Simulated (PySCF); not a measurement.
Compound: C9H13F3.
SMILES: `FC(F)(F)[C@@]12CCCC[C@@H]1CC2`

The closed-shell ground state was solved at several levels (PySCF, density fitting, gas phase, non-relativistic). Isolated species at its PBE0-D3(BJ)/def2-SVP geometry (one conformer only).

```csv
level,basis functions,HOMO (eV),LUMO (eV),gap (eV),dipole (D)
PBE0/pcSseg-1,269,-8.43,1.32,9.75,2.37
wB97X-D/def2-SVPD,353,-10.29,2.27,12.56,2.51
B3LYP/pcJ-1,454,-8.22,1.05,9.27,2.34
```

Task: What might wB97X-D/pcSseg-1 (269 basis functions) give for the same quantities?

Result: HOMO -10.31 eV, LUMO 3.12 eV, gap 13.43 eV, dipole 2.42 D.

Task: Over all these levels, which gives the widest orbital gap and which the narrowest?

Result: wB97X-D/pcSseg-1 (range-separated hybrid) has the widest, 13.43 eV, and B3LYP/pcJ-1 (global hybrid, 20 % exact exchange) the narrowest, 9.27 eV. Functional and basis both differ between the two, so the spread mixes both effects.

Task: How far do the dipole and the HOMO energy spread over the levels?

Result: The dipole runs from 2.34 to 2.51 D (mean 2.41 D) and the HOMO from -10.31 to -8.22 eV.
